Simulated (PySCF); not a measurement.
PySCF job for H7Si3, SMILES [SiH3][SiH][SiH3] (connectivity only; charge and spin as stated), charge +1, multiplicity 1, C-PCM-M06-2X/def2-SVP. Geometry optimised at PBE0-D3(BJ)/def2-SVP. The multiplicity is an assumed one; other spin states were not compared. The isomer is the one that the SMILES or the coordinates give; other isomers of the formula were not compared.

```python
import numpy as np
from pyscf import gto, scf, dft
from pyscf.solvent import pcm

mol = gto.M(
    atom='''
    Si    2.10801030    0.33438190    0.35667447
    Si    0.05342174   -0.40924395   -0.54033585
    Si   -2.15807732    0.05026861    0.15061793
    H     2.54788702   -0.90455379    1.06644555
    H     1.81027652    1.46488031    1.27127130
    H     2.96371175    0.66943032   -0.81239686
    H     0.17023760   -1.31090831   -1.72651868
    H    -2.88239147   -1.24627814    0.07403492
    H    -2.57227727    1.01402773   -0.91311658
    H    -2.08441023    0.65770986    1.50288881
    ''',
    basis='def2-SVP',
    charge=1,
    spin=0,
    max_memory=1600,
    verbose=3,
)
mf = dft.RKS(mol, xc='m06-2x').density_fit(auxbasis='def2-universal-jkfit')
mf.grids.level = 4
mf.conv_tol = 1e-9
mf.max_cycle = 100
mf.kernel()
res = {}
for name, eps in {'water': 78.355, 'dimethylsulfoxide': 46.826, 'diethylether': 4.24}.items():
    s = mf.PCM()
    s.with_solvent.method, s.with_solvent.eps, s.with_solvent.lebedev_order = 'C-PCM', eps, 29
    s.kernel(mf.make_rdm1())
    res[name] = (s.e_tot, eps, s.dip_moment(), s.mo_energy, s.converged)
    print(f'{name}: electrostatic solvation free energy {(s.e_tot - mf.e_tot) * 627.509474:.3f} kcal/mol')
```

Log of the run:

```
converged SCF energy = -872.007842073989

WARN: PCM is an experimental feature. It is still in testing.
Features and APIs may be changed in the future.

converged SCF energy = -872.092227225941

WARN: System has nonzero charge 1; the dipole moment is origin-dependent.
Location of origin: [0. 0. 0.]

Dipole moment(X, Y, Z, Debye):  0.10086, -0.76354, -1.01058
water: electrostatic solvation free energy -52.952 kcal/mol

WARN: PCM is an experimental feature. It is still in testing.
Features and APIs may be changed in the future.

converged SCF energy = -872.091481130212

WARN: System has nonzero charge 1; the dipole moment is origin-dependent.
Location of origin: [0. 0. 0.]

Dipole moment(X, Y, Z, Debye):  0.10050, -0.76078, -1.00694
dimethylsulfoxide: electrostatic solvation free energy -52.484 kcal/mol

WARN: PCM is an experimental feature. It is still in testing.
Features and APIs may be changed in the future.

converged SCF energy = -872.072933950237

WARN: System has nonzero charge 1; the dipole moment is origin-dependent.
Location of origin: [0. 0. 0.]

Dipole moment(X, Y, Z, Debye):  0.09215, -0.69671, -0.92245
diethylether: electrostatic solvation free energy -40.846 kcal/mol
```

The run converged.
